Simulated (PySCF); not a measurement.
PySCF input file for C4H5BO, SMILES C#CB1COC1, PBE0-D3(BJ)/def2-SVP. Coordinates come from a PBE0-D3(BJ)/def2-SVP optimisation. The structure was generated by enumeration, and PubChem lists no compound with its InChIKey, so it may never have been made.

```python
import numpy as np
from pyscf import gto, scf, dft, df
from pyscf.hessian import thermo

mol = gto.M(
    atom='''
    C     0.00000000    0.00000000    2.89222447
    C     0.00000000   -0.00000000    1.67266931
    B     0.00000000   -0.00000000    0.16619321
    C     0.00000000   -1.05710051   -1.00528366
    O     0.00000000   -0.00000000   -1.97302613
    C     0.00000000    1.05710052   -1.00528366
    H     0.00000000    0.00000000    3.96807646
    H    -0.89160774   -1.70934962   -1.08519802
    H     0.89160774   -1.70934962   -1.08519802
    H     0.89160774    1.70934962   -1.08519802
    H    -0.89160774    1.70934962   -1.08519802
    ''',
    basis='def2-SVP',
    charge=0,
    spin=0,
    max_memory=1600,
    verbose=3,
)
mf = dft.RKS(mol, xc='pbe0').density_fit(auxbasis='def2-universal-jkfit')
mf.disp = 'd3bj'
mf.grids.level = 3
mf.conv_tol = 1e-11
mf.max_cycle = 100
mf.kernel()

# [left out here: the lines that compute and print the analytic Hessian (its translational invariance restored by hand, since the grid's response is missing), thermochemistry and intensities]
```

Output:

```
converged SCF energy = -254.904811319856

WARN: DFTD3 does not support analytical Hessian, using finite difference


WARN: Mole.unit (angstrom) is changed to Bohr

Mode                                 0                   1                   2
Irrep
Freq [cm^-1]                      113.3098            151.9227            203.2548
Reduced mass [au]                   3.8334              3.6544              2.0521
Force const [Dyne/A]                0.0290              0.0497              0.0499
Char temp [K]                     163.0275            218.5829            292.4384
Normal mode                   x     y     z       x     y     z       x     y     z
       0   C                 0.10  0.00  0.00    0.00 -0.15  0.00   -0.08 -0.00  0.00
       1   C                -0.05 -0.00  0.00   -0.00  0.08  0.00    0.14  0.00  0.00
       2   B                -0.12 -0.00  0.00   -0.00  0.12  0.00    0.10  0.00  0.00
       3   C                -0.06 -0.00 -0.00   -0.00  0.03  0.09   -0.06  0.00  0.00
       4   O                 0.16  0.00  0.00    0.00 -0.06 -0.00    0.05 -0.00 -0.00
       5   C                -0.06 -0.00  0.00   -0.00  0.03 -0.09   -0.06  0.00 -0.00
       6   H                 0.23  0.00  0.00    0.00 -0.33  0.00   -0.27 -0.00  0.00
       7   H                -0.13  0.10 -0.10   -0.00  0.02  0.15   -0.22  0.19  0.09
       8   H                -0.13 -0.10  0.10    0.00  0.02  0.15   -0.22 -0.19 -0.09
       9   H                -0.13  0.10  0.10   -0.00  0.02 -0.15   -0.22  0.19 -0.09
      10   H                -0.13 -0.10 -0.10    0.00  0.02 -0.15   -0.22 -0.19  0.09
Mode                                 3                   4                   5
Irrep
Freq [cm^-1]                      376.1721            458.2060            503.1034
Reduced mass [au]                   2.4796              4.5398              1.2215
Force const [Dyne/A]                0.2067              0.5616              0.1822
[...]
       6   H                 0.00  0.00 -0.16    0.00  0.86  0.00   -0.85  0.00 -0.00
       7   H                -0.01 -0.02  0.11   -0.00  0.00 -0.00   -0.00  0.00  0.00
       8   H                 0.01 -0.02  0.11    0.00  0.00 -0.00   -0.00 -0.00 -0.00
       9   H                 0.01  0.02  0.11   -0.00  0.00  0.00   -0.00  0.00 -0.00
      10   H                -0.01  0.02  0.11    0.00  0.00  0.00   -0.00 -0.00  0.00
Mode                                 9                  10                  11
Irrep
Freq [cm^-1]                      796.1566            887.4329            981.0298
Reduced mass [au]                   3.4129              2.4778              3.7593
Force const [Dyne/A]                1.2746              1.1497              2.1317
Char temp [K]                    1145.4921           1276.8184           1411.4835
Normal mode                   x     y     z       x     y     z       x     y     z
       0   C                 0.00  0.00  0.04    0.00  0.00  0.00    0.00 -0.00 -0.03
       1   C                -0.00 -0.00  0.03   -0.04  0.00  0.00   -0.00  0.00 -0.02
       2   B                -0.00  0.00 -0.04    0.18 -0.00 -0.00    0.00 -0.00  0.07
       3   C                 0.00 -0.14 -0.05   -0.10  0.00 -0.00   -0.00  0.12 -0.06
       4   O                -0.00 -0.00  0.11    0.04  0.00 -0.00    0.00 -0.00  0.14
       5   C                -0.00  0.14 -0.05   -0.10  0.00  0.00    0.00 -0.12 -0.06
       6   H                -0.00 -0.00  0.04    0.03 -0.00  0.00    0.00 -0.00 -0.04
       7   H                 0.00 -0.13 -0.20    0.08 -0.21 -0.19    0.01  0.12 -0.19
       8   H                -0.00 -0.13 -0.20    0.08  0.21  0.19   -0.01  0.12 -0.19
       9   H                -0.00  0.13 -0.20    0.08 -0.21  0.19   -0.01 -0.12 -0.19
      10   H                 0.00  0.13 -0.20    0.08  0.21 -0.19    0.01 -0.12 -0.19
Mode                                12                  13                  14
Irrep
Freq [cm^-1]                     1002.1442           1093.1647           1135.1920
Reduced mass [au]                   3.4984              9.0463              1.0820
Force const [Dyne/A]                2.0700              6.3693              0.8215
Char temp [K]                    1441.8624           1572.8206           1633.2886
Normal mode                   x     y     z       x     y     z       x     y     z
       0   C                -0.00  0.00 -0.00   -0.00  0.00  0.00   -0.00  0.00  0.00
       1   C                -0.00 -0.04 -0.00    0.00 -0.01  0.00   -0.00  0.00  0.00
       2   B                 0.00  0.22  0.00   -0.00  0.09 -0.00    0.00 -0.00 -0.00
       3   C                -0.00 -0.10  0.01    0.00  0.07 -0.11   -0.06 -0.00 -0.00
       4   O                -0.00  0.04  0.00   -0.00 -0.17 -0.00   -0.00  0.00  0.00
       5   C                -0.00 -0.10 -0.01    0.00  0.07  0.11    0.06  0.00 -0.00
       6   H                 0.00  0.04 -0.00   -0.00  0.02  0.00   -0.00 -0.00  0.00
       7   H                 0.00 -0.07 -0.22    0.03  0.01 -0.09    0.08 -0.24  0.40
       8   H                -0.00 -0.07 -0.22   -0.03  0.01 -0.09    0.08  0.24 -0.40
       9   H                 0.00 -0.07  0.22    0.03  0.01  0.09   -0.08  0.24  0.40
      10   H                -0.00 -0.07  0.22   -0.03  0.01  0.09   -0.08 -0.24 -0.40
Mode                                15                  16                  17
Irrep
Freq [cm^-1]                     1170.2382           1192.4077           1231.9977
Reduced mass [au]                   1.1673              2.1854              1.6808
Force const [Dyne/A]                0.9418              1.8307              1.5031
Char temp [K]                    1683.7123           1715.6092           1772.5704
Normal mode                   x     y     z       x     y     z       x     y     z
       0   C                 0.00 -0.00  0.00   -0.00  0.00  0.06   -0.00 -0.00 -0.00
       1   C                -0.01  0.00  0.00    0.00  0.00  0.02    0.00  0.01 -0.00
       2   B                 0.04 -0.00 -0.00   -0.00 -0.00 -0.17   -0.00 -0.08  0.00
       3   C                 0.05  0.00  0.00    0.00  0.02 -0.07   -0.00  0.06  0.10
       4   O                -0.07 -0.00  0.00    0.00  0.00  0.08    0.00 -0.04 -0.00
       5   C                 0.05  0.00 -0.00   -0.00 -0.02 -0.07   -0.00  0.06 -0.10
       6   H                 0.01 -0.00  0.00   -0.00 -0.00  0.07   -0.00 -0.01 -0.00
       7   H                -0.07  0.23 -0.39   -0.07  0.08  0.30    0.07  0.03 -0.37
       8   H                -0.07 -0.23  0.39    0.07  0.08  0.30   -0.07  0.03 -0.37
       9   H                -0.07  0.23  0.39    0.07 -0.08  0.30    0.07  0.03  0.37
      10   H                -0.07 -0.23 -0.39   -0.07 -0.08  0.30   -0.07  0.03  0.37
Mode                                18                  19                  20
Irrep
Freq [cm^-1]                     1351.7518           1402.3460           1436.0116
Reduced mass [au]                   3.4941              1.0655              1.1141
Force const [Dyne/A]                3.7617              1.2345              1.3536
Char temp [K]                    1944.8699           2017.6637           2066.1009
Normal mode                   x     y     z       x     y     z       x     y     z
       0   C                -0.00  0.00 -0.06    0.00  0.00 -0.00    0.00  0.00  0.00
       1   C                 0.00  0.00 -0.01   -0.00 -0.00 -0.00   -0.00  0.00  0.00
       2   B                -0.00 -0.00  0.21    0.00 -0.00  0.00    0.00 -0.00 -0.01
       3   C                 0.00 -0.05 -0.09   -0.00 -0.04  0.00    0.00  0.06 -0.02
       4   O                 0.00  0.00  0.00    0.00 -0.03 -0.00   -0.00 -0.00  0.02
       5   C                -0.00  0.05 -0.09   -0.00 -0.04 -0.00   -0.00 -0.06 -0.02
       6   H                -0.00  0.00 -0.07    0.00  0.00 -0.00    0.00  0.00  0.00
       7   H                -0.05 -0.03  0.22   -0.29  0.39 -0.05    0.29 -0.37  0.08
       8   H                 0.05 -0.03  0.22    0.29  0.39 -0.05   -0.29 -0.37  0.08
       9   H                 0.05  0.03  0.22   -0.29  0.39  0.05   -0.29  0.37  0.08
      10   H                -0.05  0.03  0.22    0.29  0.39  0.05    0.29  0.37  0.08
Mode                                21                  22                  23
Irrep
Freq [cm^-1]                     2175.5713           3013.7672           3028.4623
Reduced mass [au]                   6.0444              1.0561              1.0617
Force const [Dyne/A]               16.8557              5.6517              5.7372
Char temp [K]                    3130.1627           4336.1401           4357.2830
Normal mode                   x     y     z       x     y     z       x     y     z
       0   C                 0.00  0.00  0.16   -0.00  0.00  0.00    0.00  0.00 -0.00
       1   C                 0.00 -0.00 -0.22   -0.00 -0.00 -0.00    0.00  0.00 -0.00
       2   B                 0.00  0.00  0.04    0.00  0.00  0.00    0.00  0.00  0.00
       3   C                 0.00 -0.00 -0.00    0.00 -0.04 -0.01    0.00 -0.05 -0.01
       4   O                -0.00  0.00 -0.00   -0.00 -0.00  0.00   -0.00  0.00  0.00
       5   C                 0.00  0.00 -0.00    0.00 -0.04  0.01   -0.00  0.05 -0.01
       6   H                -0.00 -0.00  0.30   -0.00  0.00 -0.00    0.00  0.00 -0.00
       7   H                 0.00 -0.00  0.00    0.40  0.27  0.04    0.40  0.27  0.04
       8   H                -0.00 -0.00  0.00   -0.40  0.27  0.04   -0.40  0.27  0.04
       9   H                -0.00  0.00  0.00    0.40  0.27 -0.04   -0.40 -0.27  0.04
      10   H                 0.00  0.00  0.00   -0.40  0.27 -0.04    0.40 -0.27  0.04
Mode                                24                  25                  26
Irrep
Freq [cm^-1]                     3066.0285           3068.4751           3474.6799
Reduced mass [au]                   1.1056              1.1017              1.1582
Force const [Dyne/A]                6.1234              6.1115              8.2390
Char temp [K]                    4411.3324           4414.8526           4999.2908
Normal mode                   x     y     z       x     y     z       x     y     z
       0   C                 0.00 -0.00 -0.00    0.00 -0.00 -0.00    0.00  0.00 -0.10
       1   C                -0.00 -0.00 -0.00    0.00 -0.00 -0.00    0.00 -0.00  0.03
       2   B                -0.00  0.00  0.00    0.00  0.00  0.00    0.00  0.00 -0.00
       3   C                -0.06 -0.00 -0.00   -0.06 -0.00 -0.00    0.00  0.00 -0.00
       4   O                 0.00 -0.00  0.00   -0.00 -0.00  0.00   -0.00  0.00  0.00
       5   C                -0.06 -0.00  0.00    0.06  0.00 -0.00    0.00 -0.00 -0.00
       6   H                -0.00 -0.00 -0.00    0.00 -0.00 -0.00   -0.00 -0.00  0.92
       7   H                 0.38  0.28  0.05    0.38  0.28  0.05    0.00  0.00  0.00
       8   H                 0.38 -0.28 -0.05    0.38 -0.28 -0.05   -0.00  0.00  0.00
       9   H                 0.38  0.28 -0.05   -0.38 -0.28  0.05   -0.00 -0.00  0.00
      10   H                 0.38 -0.28  0.05   -0.38  0.28 -0.05    0.00 -0.00  0.00
temperature 298.1500 [K]
pressure 101325.00 [Pa]
Rotational constants [GHz] 12.08175 2.06484 1.80381
Symmetry number 2
Zero-point energy (ZPE) 0.08042 [Eh]   211143.536 [J/mol]
                           tot       elec      trans        rot        vib
Entropy [J/mol/K]       320.107      0.000    163.380    104.574     52.152
Cv [J/mol/K]             91.746      0.000     12.472     12.472     66.803
Cp [J/mol/K]            100.060      0.000     20.786     12.472     66.803
Internal energy [J/mol]                      3718.434   3718.434 220248.648
Internal energy [Eh]   -254.81809  -254.90481
Enthalpy [J/mol]                             6197.391   3718.434 220248.648
Enthalpy [Eh]          -254.81715
Gibbs free energy [J/mol]                  -42514.478 -27460.281 204699.411
Gibbs free energy [Eh] -254.85350
mode   freq/cm-1   IR/(km/mol)
   1      113.31         3.798
   2      151.92         0.093
   3      203.25         9.006
   4      376.17         8.465
   5      458.21         9.408
   6      503.10         0.000
   7      508.00         0.620
   8      683.77        43.039
   9      795.85        22.854
  10      796.16         3.648
  11      887.43        11.331
  12      981.03        14.491
  13     1002.14         3.205
  14     1093.16       138.667
  15     1135.19         0.000
  16     1170.24         2.830
  17     1192.41        60.327
  18     1232.00        20.715
  19     1351.75       120.977
  20     1402.35         8.402
  21     1436.01        14.965
  22     2175.57        77.814
  23     3013.77        34.723
  24     3028.46         3.954
  25     3066.03        32.420
  26     3068.48         0.000
  27     3474.68        59.462
max |gradient| / (hartree/bohr): 4.6322084837292676e-05
APT charges: [-0.1698 -0.4068  0.7813  0.1332 -0.6593  0.1332  0.2261 -0.0095 -0.0095
 -0.0095 -0.0095]
```

The run converged.
